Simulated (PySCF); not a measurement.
# Cost of excited-state runs on SMILES [BH3-][NH2+][C@H]1C[C@H]1CF, C$_{4}$H$_{11}$BFN

Molfile (atoms numbered from 1):
```
C4H11BFN
     RDKit          3D

 18 18  0  0  0  0  0  0  0  0999 V2000
    1.9469    0.4948    0.5838 B   0  0  0  0  0  0  0  0  0  0  0  0
    0.9013    0.6142   -0.7017 N   0  0  0  0  0  0  0  0  0  0  0  0
   -0.0225   -0.4700   -1.0081 C   0  0  1  0  0  0  0  0  0  0  0  0
   -0.3116   -1.5377    0.0003 C   0  0  0  0  0  0  0  0  0  0  0  0
   -1.3640   -0.5172   -0.3220 C   0  0  1  0  0  0  0  0  0  0  0  0
   -1.6969    0.5474    0.6877 C   0  0  0  0  0  0  0  0  0  0  0  0
   -1.9295    1.7501    0.0403 F   0  0  0  0  0  0  0  0  0  0  0  0
    2.5468   -0.5220    0.4373 H   0  0  0  0  0  0  0  0  0  0  0  0
    1.3064    0.5171    1.5910 H   0  0  0  0  0  0  0  0  0  0  0  0
    2.6373    1.4607    0.4765 H   0  0  0  0  0  0  0  0  0  0  0  0
    1.5326    0.7530   -1.4823 H   0  0  0  0  0  0  0  0  0  0  0  0
    0.3931    1.4837   -0.5558 H   0  0  0  0  0  0  0  0  0  0  0  0
   -0.0035   -0.7675   -2.0515 H   0  0  0  0  0  0  0  0  0  0  0  0
   -0.4495   -2.5490   -0.3485 H   0  0  0  0  0  0  0  0  0  0  0  0
    0.1914   -1.4557    0.9489 H   0  0  0  0  0  0  0  0  0  0  0  0
   -2.2089   -0.8265   -0.9261 H   0  0  0  0  0  0  0  0  0  0  0  0
   -2.6110    0.3118    1.2399 H   0  0  0  0  0  0  0  0  0  0  0  0
   -0.8670    0.7193    1.3786 H   0  0  0  0  0  0  0  0  0  0  0  0
  1  2  1  0
  2  3  1  0
  3  4  1  0
  4  5  1  0
  5  6  1  0
  6  7  1  0
  5  3  1  0
  1  8  1  0
  1  9  1  0
  1 10  1  0
  2 11  1  0
  2 12  1  0
  3 13  1  6
  4 14  1  0
  4 15  1  0
  5 16  1  6
  6 17  1  0
  6 18  1  0
M  CHG  2   1  -1   2   1
M  END
```

PySCF with density fitting, on 1 thread of an Arm Neoverse V1, shared host. Command: `OMP_NUM_THREADS=1 python excited_run.py task.json out`

**Question.** How long does this run take, and how much memory?
- circular dichroism and optical rotation, CAM-B3LYP/def2-SVPD; 8 states

**Answer.** 
```
                                    run                level  basis functions  wall time  peak memory (GiB)
circular dichroism and optical rotation  CAM-B3LYP/def2-SVPD              231       78 s                  1
```
Times from a shared host are rough.
